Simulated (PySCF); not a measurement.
Dipole moment and polarisability of Ge(SnH3)4

Species: Ge(SnH3)4.
Geometry (PBE0-D3(BJ)/def2-SVP, Å), atoms numbered from 1 in this order:
```xyz
17
GeH12Sn4 angstrom
Ge    -0.0040   -0.0209   -0.0046
Sn    -0.1785   -2.4205    1.0105
Sn     2.4247    0.8870    0.3171
Sn    -1.6712    1.5700    1.2318
Sn    -0.5817   -0.0521   -2.5510
H      1.0799   -3.4173    0.4054
H     -0.0462   -2.3396    2.7191
H     -1.6884   -3.1260    0.6046
H      3.5393   -0.0537   -0.5863
H      2.5173    2.5145   -0.2184
H      2.8621    0.8238    1.9745
H     -3.0244    0.6849    1.8053
H     -0.8945    2.3151    2.5678
H     -2.2242    2.7922    0.1625
H     -2.2348   -0.4505   -2.7780
H      0.3844   -1.2055   -3.3753
H     -0.2883    1.4981   -3.2249
```

Level: PBE0/def2-SVPD (PySCF), static field, nuclei fixed, core orbitals frozen in the response. The polarisability tensor in these axes (au):

```
x   225.26  -0.17  -0.03
y    -0.17 225.52  -0.46
z    -0.03  -0.46 225.70
```

Task: What are the eigenvalues, a third of the trace, and Δα (Δα² = ½Σ(αi − αj)² over the three pairs)?

Result: Principal values 225.04, 225.36 and 226.08 au; mean 225.49 au = 33.41 Å³ = 37.18 × 10⁻⁴⁰ C²·m²/J; Δα = 0.93 au (0 % of the mean).

Task: What is the dipole moment?

Result: 0.05 D at this geometry.

Task: What would n − 1 = 2πNα be for an ideal gas of these molecules at 350 K and 1 atm, electronic part alone?

Result: N = p/kT = 2.0968 × 10¹⁹ cm⁻³, so n − 1 = 2π × N × 33.41 × 10⁻²⁴ cm³ = 4402 × 10⁻⁶ at long wavelengths, for an ideal gas.

Task: What molar refraction does this α imply?

Result: Lorentz–Lorenz: R = (4π/3)N_A α = 2.5225 cm³/(mol·Å³) × 33.41 Å³ = 84.3 cm³/mol, in the limit of long wavelengths.

Task: Sum over states: ᾱ = Σ f/ω², ω in Eh. What share falls to these 15 lowest TDDFT singlets (eV, f)? 5.43, 0.1612; 5.45, 0.1668; 5.46, 0.1679; 5.73, 0.0015; 5.73, 0.0001; 5.74, 0.0031; 5.82, 0.0014; 5.83, 0.0004; 5.89, 0.0045; 6.02, 0.2745; 6.03, 0.2675; 6.04, 0.2755; 6.21, 0.0032; 6.22, 0.0085; 6.24, 0.0050.

Result: They add up to 29.58 au, 13.1 % of the 225.49 au; the largest single term is 5.62 au, from the state at 6.02 eV. Terms in order: 4.04, 4.16, 4.16, 0.03, 0.00, 0.07, 0.03, 0.01, 0.10, 5.62, 5.45, 5.60, 0.06, 0.16, 0.09 au. Higher excitations give the rest. The strengths listed sum to 1.341.

Task: Find the Langevin capture rate constant for O2+ (31.990 u) meeting this molecule (565.624 u), k = 2.342 × 10⁻⁹ cm³/s × √(α in Å³ / reduced mass in u).

Result: The reduced mass is 30.28 u, so k = 2.46 × 10⁻⁹ cm³/s.

Geometry: PBE0-D3(BJ)/def2-SVP; no solvent, vibrations or thermal averaging. Atoms past krypton carry effective core potentials; spin–orbit coupling is left out. The calculation is non-relativistic apart from the core potentials, for germanium too.
